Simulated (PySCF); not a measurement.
# What a mistake does to a calculation on BCH6NSi

All numbers below are calculated, not measured. They come from PySCF 2.14.0, an open-source quantum chemistry program, on an isolated molecule that a program drew, which may never have been made. The molecule is BCH6NSi (charge 0, singlet), drawn as the SMILES string `BC[Si]N`.

Each row is a Hartree-Fock (HF) and frozen-core CCSD(T) single point in the cc-pV(D+d)Z basis, meant for a local HF minimum. Run 1 is clean. Each other run has one planted mistake out of seven kinds, and not every kind appears here: one electron removed, one electron added, multiplicity raised by two, geometry at a saddle point, minimal basis STO-3G, one bond length entered in bohr, all coordinates scaled. The reference is restricted for singlets and unrestricted otherwise, and also for a bond in bohr. Adding or removing an electron swaps singlet and doublet. Electrons count all cores. HOMO and LUMO are orbital energies over both spins, the gradient is its largest component, and the lowest frequency (negative if imaginary) is given only where the gradient is small. Bond lengths are over the 9 bonds as drawn. T1 is the CCSD diagnostic: over 0.02 (restricted) or 0.045 (unrestricted) a single reference is doubtful.

Geometry of the clean run:
```xyz
10
BCH6NSi, angstrom
B    -2.2251   -0.2845   -1.7336
C    -1.3008    0.9020   -1.3559
Si    0.4346    0.2813   -0.7402
N     0.9083   -0.6622   -2.0789
H    -2.9404   -0.8010   -0.9148
H    -2.2074   -0.7616   -2.8395
H    -1.6905    1.5223   -0.5448
H    -1.0481    1.5389   -2.2143
H     0.3947   -0.8271   -2.9251
H     1.8075   -1.1055   -2.1026
```

| run | electrons | basis functions | <S^2> | HOMO (eV) | LUMO (eV) | gradient (hartree/bohr) | lowest frequency (cm^-1) | mean bond (Å) | longest bond (Å) | T1 | HF (hartree) | CCSD(T) (hartree) | mistake |
|---|---|---|---|---|---|---|---|---|---|---|---|---|---|
| 1 | 38 | 95 | 0.000 | -8.47 | 1.92 | 2.1e-05 | 80 | 1.3116 | 1.943 | 0.0160 | -409.42050 | -409.97368 | no fault |
| 2 | 38 | 95 | 2.006 | -6.51 | 0.59 | 3.0e-02 | - | 1.3116 | 1.943 | 0.0181 | -409.35407 | -409.87837 | multiplicity raised by two |
| 3 | 39 | 95 | 0.775 | 0.47 | 7.20 | 5.6e-02 | - | 1.3116 | 1.943 | 0.0626 | -409.37479 | -409.94314 | one electron added |
| 4 | 38 | 95 | 0.000 | -8.20 | 2.31 | 9.0e-02 | - | 1.2185 | 1.805 | 0.0141 | -409.36777 | -409.90949 | ? |

**Which mistake was planted in run 4, and what did it cost?**

The mean and the longest bond both change by the same factor, 0.929, and the gradient is no longer small. So the mistake is: all coordinates scaled. Subtracting run 1 and multiplying by 627.51 kcal/mol a hartree, the energy moved by 33.1 kcal/mol in HF and 40.3 kcal/mol in CCSD(T).

Cautions from the logs. Run 3: T1 is over the limit, so its CCSD(T) energy is less reliable and the HOMO is above zero, so the electron isn't bound and the energy depends on the basis.
